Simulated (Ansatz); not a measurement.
Stepwise reaction of `C[CH](C)[Mg][CH](C)C` with ammonia, as a gas-phase model of exchange steps in deposition or etching. ΔE in kJ/mol.

Computed with Ansatz on PBE0-D4/def2-TZVP structures; ΔE is electronic, products minus reactants. CCSD(T)/CBS adds triple-zeta CCSD(T) − MP2 to the extrapolated MP2 energy (def2 sets, frozen cores). This one scheme is used for every species. Functionals use def2-TZVPP. B3LYP here is the variant with VWN-RPA as its local correlation; programs differ in this. For Mg outer-core shells are correlated without core-valence functions, which leaves a few kJ/mol of doubt a bond. One conformer a species, not always the lowest.

```tsv
step	reaction	PBE-D4	B3LYP-D4	ωB97M-V	CCSD(T)/CBS
2	`C[CH](C)[Mg][NH2]` + NH₃ → `[NH2][Mg][NH2]` + `CCC`	-92.4	-102.8	-102.0	-99.4
```

(1) Give the row of step 1, `C[CH](C)[Mg][CH](C)C` + NH₃ → `C[CH](C)[Mg][NH2]` + `CCC`. (An estimate is asked.)

(2) By hand: ΔE of the 2 steps together at CCSD(T)/CBS.

Answers

(1) The calculation gave: 
| step | reaction | PBE-D4 | B3LYP-D4 | ωB97M-V | CCSD(T)/CBS |
| --- | --- | --- | --- | --- | --- |
| 1 | `C[CH](C)[Mg][CH](C)C` + NH₃ → `C[CH](C)[Mg][NH2]` + `CCC` | -96.5 | -106.7 | -105.9 | -102.9 |

(2) (-102.9) + (-99.4) = -202.3 kJ/mol, or -101.2 kJ/mol a step.

In ΔE the steps differ by no more than 3.5 kJ/mol. All are downhill at CCSD(T)/CBS. PBE-D4 differs from CCSD(T)/CBS by 6.4 to 7.0 kJ/mol a step. Isolated molecules leave out the surface, adducts and barriers. Largest T1 diagnostic: 0.009.
